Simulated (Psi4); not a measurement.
Complex: SiH4 (SMILES [SiH4]) (first 5 atoms) with PH3 (SMILES P); geometry from B3LYP-D3(BJ)/def2-TZVP, rigid monomers moved along the line of their centres of mass till Si1···P6 is 7.41 Å.
(charge 0, multiplicity 1):
```xyz
9

Si    -0.133     0.052     0.165
H     -1.495    -0.354     0.580
H     -0.065     0.103    -1.313
H      0.852    -0.930     0.669
H      0.174     1.390     0.718
P     -0.479    -0.204     7.560
H      0.694     0.166     6.853
H     -0.716    -1.337     6.742
H     -1.314     0.637     6.782
```

Method: SAPT0/jun-cc-pV(D+d)Z (Psi4).

Which attractive term is largest, and how does the interaction split up?

electrostatics 0.0, exchange 0.0, induction 0.0, dispersion -1.0, total -1.0 meV; the largest attraction is dispersion.
